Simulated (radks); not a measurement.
Results of a calculation; reference values are marked as such.
Numerical settings for neutral beryllium, [He] 2s2. Level of theory: Dirac Kohn-Sham, LDA (Slater exchange, Perdew-Wang correlation), spin-unpolarised, spherical densities, finite nucleus; Fermi nuclear charge, rms radius 2.519 fm (a radial shooting solver on a logarithmic mesh with Libxc functionals). The defaults (mesh step 0.008 in ln r, mesh end at 40 bohr or more with all orbitals vanishing there, Anderson mixing 0.5 over 9 steps, residual threshold near 1e-9 with the energy settled to 1e-9 hartree or 1e-11 of itself, here a cap of 51 iterations) give E = -14.4493 hartree and 2s1/2 at -5.600 eV in 13 iterations. Run on one thread of a shared host, so times are rough (Arm Neoverse V1): 0.03 s of CPU time, 0.03 s wall, 13 iterations on 2208 mesh points. Changes against that run (0 stands for a change within the tolerance of the run):

| setting | iterations | converged | E (mhartree) | e(2s1/2) (meV) | CPU (s) |
|---|---|---|---|---|---|
| mesh step in ln r 0.05 | 13 | yes | 0 | 0 | 0.01 |
| mesh step in ln r 0.03 | 13 | yes | 0 | 0 | 0.01 |
| mesh step in ln r 0.08 | 13 | yes | +0.000342 | 0 | 0.01 |
| mesh end (bohr) 12 | 13 | yes | +0.0114 | +1.45 | 0.02 |
| mesh end (bohr) 20 | 13 | yes | 0 | 0 | 0.02 |
| residual threshold 0.001 | 8 | yes | 0 | +0.0033 | 0.02 |
| residual threshold 1e-13 | 19 | yes | 0 | 0 | 0.03 |
| mixing 2.5 | 13 | yes | 0 | 0 | 0.03 |
| linear mixing, mixing 0.2 | 51 | no | 0 | -0.0322 | 0.07 |
| linear mixing, mixing 0.05 | 51 | no | +0.0283 | -270 | 0.08 |
| mixing history 2 | 16 | yes | 0 | 0 | 0.03 |
| iteration cap 8 | 8 | no | 0 | +0.00672 | 0.01 |

No run marked as converged misses the energy by more than 1 mhartree. A mesh that ends early acts as a hard wall.
